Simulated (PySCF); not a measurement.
Gas-phase reaction: 4 HfCl3OH + O + 2 H = 3 HfCl4.H2O + HfO2. Level: ωB97M-V/def2-TZVP†; standard pressure 1 bar.

Energies from PySCF, thermal terms from the rigid-rotor harmonic-oscillator model, ideal gas at 1 bar. † marks an energy on the PBE0/def2-TZVP geometry and frequencies. Open shells (unrestricted): O (multiplicity 3, electronic degeneracy 9), H (multiplicity 2); the rest are closed-shell singlets. Spin-orbit splitting is ignored; it lowers the true energy and changes the entropy of O. Hf: scalar-relativistic def2 core potential, no spin-orbit coupling. Adducts (HfCl4.H2O) have no counterpoise correction, and HF, PBE, BLYP, B3LYP and PBE0 lack dispersion. HfCl3OH, HfCl4.H2O: computed as isolated molecules; such fragments, hydroxides, amides, oligomers or adducts are transient or little studied in the gas. The harmonic model lacks anharmonicity and excited electronic states, which grow with temperature; levels with a mode under 35 cm⁻¹ are left out. Soft modes under 120 cm⁻¹ make the harmonic entropy rough for HfCl3OH, HfCl4.H2O.

```tsv
T (K)	1000/T (1/K)	log10 K
1200	0.8333	-3.49
1400	0.7143	-5.70
1600	0.6250	-7.36
1800	0.5556	?
2000	0.5000	-9.68
2500	0.4000	-11.53
```

### Question
Fit log10 K = a + b·(1000/T) to the five rows, get the mean ΔH° and ΔS°, and predict log10 K at 1800 K.

### Answer
Means: 1000/T = 0.6145, log10 K = -7.552. Sums of products about the means: Sxy = 2.17255, Sxx = 0.117064, so b = Sxy/Sxx = 18.56 and a = -7.552 − (18.56)×0.6145 = -18.96.
ΔH° = −R ln 10 × 1000 K × b = −19.145 × (18.56) = -355 kJ; ΔS° = R ln 10 × a = -363 J/K. The run's own values go from -354 kJ and -362 J/K at 1200 K to -353 kJ and -362 J/K at 2500 K.
Prediction at 1800 K: -18.96 + (18.56)×0.5556 = -8.65. The computed value is -8.64, 0.01 from the line.
For scale, ΔH°(298 K) is -337 kJ at this level, -317 kJ at ωB97X-V/def2-TZVP†, and runs from -553 to 130 kJ over the 16 levels computed.
